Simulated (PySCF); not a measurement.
OsO2, SMILES [O]=[Os]=[O] (connectivity only; charge and spin as stated), neutral, multiplicity 3. Atoms are numbered in the order given.

```xyz
3

Os     0.0000     0.0000     0.1188
O      0.0000     1.5490    -0.5645
O      0.0000    -1.5490    -0.5645
```
Charge 0, spin multiplicity 3.

Geometry optimised at r2SCAN-D4/def2-TZVP. The spin state was assumed, not searched. The def2 effective core potentials stand for the cores of Os; spin–orbit coupling is left out.

All values below come from CAM-B3LYP/def2-TZVPD run with PySCF.

Mulliken values depend strongly on the basis, most of all with diffuse functions as here. ESP charges are fitted to the potential on shells at 1.4 to 2.0 van der Waals radii. Atomic charges (e):

```
atom  Mulliken  ESP fit  Mulliken spin
----  --------  -------  -------------
Os1       0.93     0.63           1.85
O2       -0.46    -0.32           0.08
O3       -0.46    -0.32           0.08
```
